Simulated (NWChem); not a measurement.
Species: C2H7BO; SMILES CCBO

```xyz
11

B     -0.6450     0.8915     0.0000
H     -1.6484     1.5730     0.0000
C     -0.7192    -0.6831     0.0000
C      0.6072    -1.4347     0.0000
H     -1.3382    -0.9753    -0.8694
H     -1.3382    -0.9753     0.8694
H      1.2146    -1.1948     0.8896
H      1.2146    -1.1948    -0.8896
H      0.4712    -2.5271     0.0000
O      0.5194     1.5776     0.0000
H      1.2910     0.9984     0.0000
```
Atoms are numbered in this order, from 1.

Program: NWChem. Pople sets run with spherical d functions. Geometry: optimised at PBE0/def2-SVP. Atomic charges in e: unrestrained fits to the electrostatic potential beside Mulliken populations; buried atoms are poorly determined by the fit.

For level Hartree-Fock/6-31G*:

| Property | Value |
|---|---|
| ESP B1 | 0.58 |
| Mulliken B1 | 0.54 |
| Mulliken C3 | -0.54 |
| Mulliken C4 | -0.52 |
| ESP O10 | -0.69 |
| Mulliken O10 | -0.72 |

Estimate the same quantities for level B3LYP/def2-SVP.


| Quantity | Result |
|---|---|
| ESP B1 | 0.41 |
| Mulliken B1 | 0.00 |
| Mulliken C3 | -0.07 |
| Mulliken C4 | -0.04 |
| ESP O10 | -0.56 |
| Mulliken O10 | -0.10 |
